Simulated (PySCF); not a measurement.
**Excitation energy of C⁺ by level of theory**

C⁺ [He] 2s2 2p1 (2P) → C⁺ [He] 2s1 2p2 (4P), as a difference of total energies. All numbers are calculated (PySCF 2.14, scalar relativity by spin-free X2C-1e, in dyall-acv3z (15s9p4d2f, 76 functions)). Correlated levels: valence: 1s2 frozen; valence and next inner shell: nothing frozen; virtual orbitals above 40 to 60 times the deepest correlated orbital energy dropped. The calculations carry no spin-orbit coupling.

```tsv
method	excitation energy (eV)	error (eV)
UHF	3.650	-1.681
LDA	4.918	-0.413
PBE	4.941	-0.390
PBE0	4.849	-0.482
r2SCAN	4.382	-0.949
HSE06	4.842	-0.489
BLYP	5.409	+0.078
B97-3	5.177	-0.154
M06	5.168	-0.163
MP2 (valence)	4.758	-0.573
SCS-MP2 (valence)	5.184	-0.147
MP2 (valence and next inner shell)	4.775	-0.556
SCS-MP2 (valence and next inner shell)	5.204	-0.127
```

Reference: 5.331 eV (measured; NIST levels, between the centres of gravity of the two terms).

Errors of the correlated levels include the incompleteness of this basis and the frozen core.
